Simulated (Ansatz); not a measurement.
## Ligand exchange: SbH2Cl + SiH2(SiH3)Cl → SiH3(SbH2) + SiH2Cl2

Species: SbH2Cl `[Cl][SbH2]`, singlet; SiH2(SiH3)Cl, singlet; SiH3(SbH2), singlet; SiH2Cl2 (dichlorosilane (DCS)) `Cl[SiH2]Cl`, singlet. The partners trade Cl for SiH3: Sb–Cl and Si–SiH3 bonds give way to Sb–SiH3 and Si–Cl.

Shapes, held fixed at every level: PBE0-D4/def2-TZVP. Programs: Ansatz 0.2.0. The zero-point and thermal change to 298 K, harmonic and unscaled (PBE0-D4/def2-TZVP), is +1.2 kJ/mol.

```json
{"level": "SPW92/def2-TZVPP", "kind": "LDA", "ΔH(298 K) (kJ/mol)": "-71.7", "less CCSD(T)/def2-TZVPP": "+3.9", "CPU time (sum over the molecules)": "9.4 s"}
{"level": "BHLYP-D4/def2-TZVPP", "kind": "global hybrid", "ΔH(298 K) (kJ/mol)": "-68.7", "less CCSD(T)/def2-TZVPP": "+6.9", "CPU time (sum over the molecules)": "16 s"}
{"level": "r2SCAN0-D4/def2-TZVPP", "kind": "global hybrid", "ΔH(298 K) (kJ/mol)": "-74.8", "less CCSD(T)/def2-TZVPP": "+0.8", "CPU time (sum over the molecules)": "27 s"}
{"level": "wB97M-V/def2-TZVPP", "kind": "range-separated hybrid", "ΔH(298 K) (kJ/mol)": "-74.3", "less CCSD(T)/def2-TZVPP": "+1.3", "CPU time (sum over the molecules)": "57 s"}
{"level": "MP2/def2-SVP", "kind": "perturbation theory", "ΔH(298 K) (kJ/mol)": "-87.5", "less CCSD(T)/def2-TZVPP": "-11.9", "CPU time (sum over the molecules)": "–"}
{"level": "CCSD(T)/def2-SVP", "kind": "coupled cluster or CI", "ΔH(298 K) (kJ/mol)": "-79.0", "less CCSD(T)/def2-TZVPP": "-3.4", "CPU time (sum over the molecules)": "9.6 s"}
{"level": "CCSD/def2-SVP", "kind": "coupled cluster or CI", "ΔH(298 K) (kJ/mol)": "-78.7", "less CCSD(T)/def2-TZVPP": "-3.1", "CPU time (sum over the molecules)": "–"}
{"level": "CCSD(T)/def2-TZVPP", "kind": "coupled cluster or CI", "ΔH(298 K) (kJ/mol)": "-75.6", "less CCSD(T)/def2-TZVPP": "0.0", "CPU time (sum over the molecules)": "2.1 min"}
```

The highest level, CCSD(T)/def2-TZVPP, gives ΔH(298 K) = -75.6 kJ/mol; the levels span -87.5 to -68.7. The column of differences is taken from that level and isn't an error. No measured value is set beside it here. For atoms past krypton def2 sets carry core potentials with scalar relativity. Outer-core shells of Sb are correlated in most correlated rows, in sets that cover them unevenly. Times are processor times on shared x86 and Arm servers, and rough.
